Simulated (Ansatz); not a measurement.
The same ligand exchange along the group Ti, Zr, Hf.

Program: Ansatz. Geometries: PBE0-D4/def2-TZVP. ΔE: electronic, gas phase. CBS: MP2 limit from def2 TZ/QZ plus the TZ coupled-cluster correction, frozen cores. This one scheme is used for every species. Functionals use def2-TZVPP. Elements past krypton have def2 core potentials. For Hf, Ti, Zr outer-core shells are correlated without core-valence functions, which leaves a few kJ/mol of doubt a bond. Scalar relativity is left out up to krypton. One conformer a species, not always the lowest.

| reaction | ωB97M-V (kJ/mol) | PBE0-D4 (kJ/mol) | B2PLYP (kJ/mol) |
| --- | --- | --- | --- |
| `[OH][Ti]([F])([F])[SH]` + H–F → `[OH][Ti]([F])([F])[F]` + H₂S | -82 | -72 | -78 |
| `[OH][Zr]([F])([F])[SH]` + H–F → `[OH][Zr]([F])([F])[F]` + H₂S | -93 | -82 | -93 |
| `[OH][Hf]([F])([F])[SH]` + H–F → `[OH][Hf]([F])([F])[F]` + H₂S | -91 | -81 | -93 |

(1) Give the CCSD(T)/CBS values in the same order. (Best estimate.)

Largest T1 diagnostic: 0.024, for `[OH][Ti]([F])([F])[SH]`.

Results:

(1) The calculation gave: -67, -82, -82 kJ/mol.
